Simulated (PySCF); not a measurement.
Gas-phase reaction: InH2Cl + Br2 + InCl = 2 InBr + 2 HCl

Computed with PySCF (xtb for GFN2) and rigid-rotor harmonic-oscillator thermochemistry at 1 bar. † marks an energy on the PBE0/def2-TZVP geometry and frequencies; other levels use their own. MP2 freezes the core. All species are closed-shell singlets. In: scalar-relativistic def2 core potential, no spin-orbit coupling. Br: all electrons, no relativistic terms. InH2Cl: computed as isolated molecules; such fragments, hydroxides, amides, oligomers or adducts are transient or little studied in the gas. MP2 isn't extrapolated to the basis-set limit; its ΔH°(298 K) is -225.6 kJ in def2-SVP and -227.7 kJ in def2-TZVPP. The harmonic model lacks anharmonicity and excited electronic states, which grow with temperature; levels with a mode under 35 cm⁻¹ are left out.

```tsv
level	ΔE electronic, kJ	ΔH°(298 K), kJ	ΔS°(298 K), J/K	ΔG°(2500 K), kJ
GFN2-xTB	-195	-190	119	-462
HF/def2-TZVP†	-224	-218	124	-506
M06-2X/def2-TZVP†	-208	-202	124	-490
MP2/def2-TZVPP†	-234	-228	124	-516
ωB97X-V/def2-TZVP†	-187	-181	124	-469
```
ΔH° is lowest at MP2/def2-TZVPP† and highest at ωB97X-V/def2-TZVP†. No reference value is set beside these.
